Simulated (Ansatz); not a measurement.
Stretching the Si1–H2 bond in BrHSi (SMILES [SiH]Br) (multiplicity 1 held, fragments rigid). Energies count from the point at 1.524 Å.
Geometry at that point (charge 0, multiplicity 1):
```xyz
3

Si    -0.897    -0.761     1.062
H     -1.893    -1.229     0.008
Br     0.413     0.340    -0.425
```

Restricted levels (R-, RO-) in cc, def2 and unpolarised 6-31G sets keep to the state of the molecule at rest. Unrestricted levels (U-) break spin symmetry where that is lower. Active spaces are followed from a long bond inwards. Levels need not reach the same state.

Frozen-core correlation. Filled d and f shells under p-block atoms count as core.

The values were computed with Ansatz (a first-principles code). Each number belongs to the level named beside it.

Energies in kcal/mol.

| R (Å) | U-MP2/def2-SVP | R-CCSD/def2-SVP | U-CCSD/def2-SVP | CASSCF(2,2)/def2-SVP | FIC-MRCISD+Q on CASSCF(2,2)/def2-SVP |
|---|---|---|---|---|---|
| 1.219 | 26.9 | 26.5 | 26.6 | 28.7 | 26.7 |
| 1.372 | 5.1 | 5.0 | 5.0 | 6.1 | 5.1 |
| 1.524 | 0.0 | 0.0 | 0.0 | 0.0 | 0.0 |
| 1.676 | 3.5 | 3.5 | 3.5 | 2.5 | 3.4 |
| 1.829 | 11.1 | 11.1 | 11.1 | 9.0 | 10.7 |
| 2.057 | 25.5 | 25.1 | 25.0 | 21.4 | 24.2 |
| 2.286 | 45.1 | 38.7 | 39.3 | 33.6 | 37.1 |
| 2.667 | 59.2 | 56.7 | 57.9 | 49.3 | 53.6 |
| 3.048 | 63.7 | 68.3 | 67.2 | 58.7 | 63.4 |
| 3.505 | 65.3 | 75.8 | 70.4 | 63.8 | 68.8 |
| 4.115 | 65.9 | 79.7 | 71.3 | 65.8 | 71.0 |
| 4.877 | 66.1 | 81.1 | 71.5 | 66.3 | 71.6 |

Doubts at one or more of the structures used: a spin-contaminated determinant (U-MP2/def2-SVP, U-CCSD/def2-SVP); a restricted determinant that unrestricted orbitals would lower (R-CCSD/def2-SVP); other coupled-cluster roots lie near (R-CCSD/def2-SVP); T1 above 0.05 (R-CCSD/def2-SVP, U-CCSD/def2-SVP).
